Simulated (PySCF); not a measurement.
**Polarisability and C₆ of Mo³⁶⁺ (molybdenum, charge +36)**

[He] 2s2 2p2, high-spin 3P determinant. Calculation: PySCF 2.14, in an even-tempered Gaussian basis (17 s from 13 bohr⁻², ratio 2.2; 10 p from 17 bohr⁻², ratio 2.2; 6 d from 68 bohr⁻², ratio 2.4; 5 f from 100 bohr⁻², ratio 2.4; 4 g from 150 bohr⁻², ratio 2.4); the non-relativistic Hamiltonian (point nucleus). Coupled (time-dependent) response in atomic units; α is the mean over directions.

```json
{"method": "UHF", "mean α (bohr³)": "0.002806", "α xx, yy, zz": "0.003432, 0.002493, 0.002493", "C₆ (like pair)": "3.871e-05", "S(−4)": "0.0001006"}
{"method": "PBE0", "mean α (bohr³)": "0.002713", "α xx, yy, zz": "0.003371, 0.002384, 0.002384", "C₆ (like pair)": "3.697e-05", "S(−4)": "9.192e-05"}
```

S(−4) is the Cauchy moment in α(ω) = α(0) + S(−4) ω² + …

Spin-orbit coupling is absent.

α(iu) at UHF:

```tsv
u (hartree)	α(iu) (bohr³)
0	0.002806
0.700	0.002757
1.40	0.002624
2.80	0.002214
4.20	0.001780
5.60	0.001418
7.00	0.001142
10.5	0.0007276
14.0	0.0005249
21.0	0.0003505
35.0	0.0002436
```

For an ion, C₆ is the dispersion term alone; charge-induced terms of lower order in 1/R come first.

The components differ because the open shell of this determinant is not spherical; for a pure term their mean is the scalar polarisability.

A non-relativistic calculation at this Z misses sizeable relativistic shifts. Spin-orbit coupling is strong in this species (close to jj coupling), so the high-spin LS determinant is a model state, not a physical level.
